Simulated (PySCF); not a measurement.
Electron correlation in Xe⁺ (xenon, charge +1)

[Kr] 4d10 5s2 5p5, 2P determinant. All numbers are calculated (PySCF 2.14, the spin-free X2C one-electron Hamiltonian (Gaussian nucleus), in x2c-TZVPPall (8s6p4d2f, 60 functions)). Frozen: [Ar] 3d10; 25 electrons correlated.

| level | correlation energy (mhartree) |
| --- | --- |
| CCSD | -581.86 |
| (T) | -9.12 |
| CCSD(T) | -590.98 |

Diagnostics: T1 = 0.0048, D1 = 0.0258, largest double amplitude 0.041.

Cost of the coupled-cluster step: of the order of 16 core-seconds, for 25 correlated electrons.

Iterations:

```
CC2 = 0
CCSD nocc = (np.int64(13), np.int64(12)), nmo = (46, 46)
frozen orbitals [[0, 1, 2, 3, 4, 5, 6, 7, 8, 9, 10, 11, 12, 13], [0, 1, 2, 3, 4, 5, 6, 7, 8, 9, 10, 11, 12, 13]]
max_cycle = 100
direct = 0
conv_tol = 1e-08
conv_tol_normt = 1e-06
diis_space = 8
diis_start_cycle = 0
Init t2, MP2 energy = -0.615601624185578
Init E_corr(UCCSD) = -0.615601624186743
cycle = 1  E_corr(UCCSD) = -0.569942626026182  dE = 0.0456589982  norm(t1,t2) = 0.0521491
cycle = 2  E_corr(UCCSD) = -0.582079337296011  dE = -0.0121367113  norm(t1,t2) = 0.0117348
cycle = 3  E_corr(UCCSD) = -0.581267424471328  dE = 0.000811912825  norm(t1,t2) = 0.0038817
cycle = 4  E_corr(UCCSD) = -0.581892917868594  dE = -0.000625493397  norm(t1,t2) = 0.00119297
cycle = 5  E_corr(UCCSD) = -0.581866584555482  dE = 2.63333131e-05  norm(t1,t2) = 0.000154105
cycle = 6  E_corr(UCCSD) = -0.581859956796932  dE = 6.62775855e-06  norm(t1,t2) = 2.66763e-05
cycle = 7  E_corr(UCCSD) = -0.581861367980614  dE = -1.41118368e-06  norm(t1,t2) = 7.25933e-06
cycle = 8  E_corr(UCCSD) = -0.58186146411179  dE = -9.61311762e-08  norm(t1,t2) = 9.79799e-07
cycle = 9  E_corr(UCCSD) = -0.581861407806403  dE = 5.63053877e-08  norm(t1,t2) = 2.03276e-07
cycle = 10  E_corr(UCCSD) = -0.58186140627885  dE = 1.52755231e-09  norm(t1,t2) = 5.32853e-08
UCCSD converged
E(UCCSD) = -7443.622861751635  E_corr = -0.5818614062788504
UCCSD(T) correction = -0.00911906818632706
```

This basis was not built for core-valence correlation, so the inner-shell part is incomplete.
